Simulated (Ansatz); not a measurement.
Pulling on the Se2–H6 bond in H4SeSi (SMILES [SiH3][SeH]) (multiplicity 1 held, fragments rigid). Energies count from the point at 1.472 Å.
Geometry at that point (charge 0, multiplicity 1):
```xyz
6

Si    -1.41090    -0.55973     0.05077
Se     0.70615     0.32303    -0.02769
H     -1.63371    -1.31771     1.30126
H     -2.30799     0.61378     0.00171
H     -1.66953    -1.44568    -1.10514
H      1.35469    -0.99720     0.03287
```

Restricted levels (R-, RO-) in cc, def2 and unpolarised 6-31G sets keep to the state of the molecule at rest. Unrestricted levels (U-) break spin symmetry where that is lower. Active spaces are followed from a long bond inwards. Levels need not reach the same state.

Correlated levels freeze the cores. Filled d and f shells under p-block atoms count as core.

Programs: Ansatz (Gaussian orbitals). Each number belongs to the level named beside it.

Energies in kJ/mol.

| R (Å) | R-MP2/def2-SVP | U-MP2/def2-SVP | U-SCS-MP2/def2-SVP | FIC-MRCISD+Q on CASSCF(4,3)/def2-SVP |
|---|---|---|---|---|
| 1.178 | 150 | 150 | 151 | 153 |
| 1.325 | 27 | 27 | 28 | 29 |
| 1.472 | 0 | 0 | 0 | 0 |
| 1.619 | 22 | 22 | 21 | 18 |
| 1.767 | 66 | 66 | 64 | 58 |
| 1.987 | 145 | 168 | 168 | 128 |
| 2.208 | 224 | 251 | 254 | 192 |
| 2.576 | 331 | 302 | 306 | 267 |
| 2.944 | 403 | 317 | 321 | 305 |
| 3.386 | 448 | 323 | 326 | 323 |
| 3.975 | 450 | 324 | 328 | 329 |
| 4.711 | 395 | 325 | 329 | 331 |

Doubts at one or more of the structures used: a restricted determinant that unrestricted orbitals would lower (R-MP2/def2-SVP); a spin-contaminated determinant (U-MP2/def2-SVP, U-SCS-MP2/def2-SVP); active orbitals that take no part (FIC-MRCISD+Q on CASSCF(4,3)/def2-SVP).

Ansatz is an electronic-structure program.
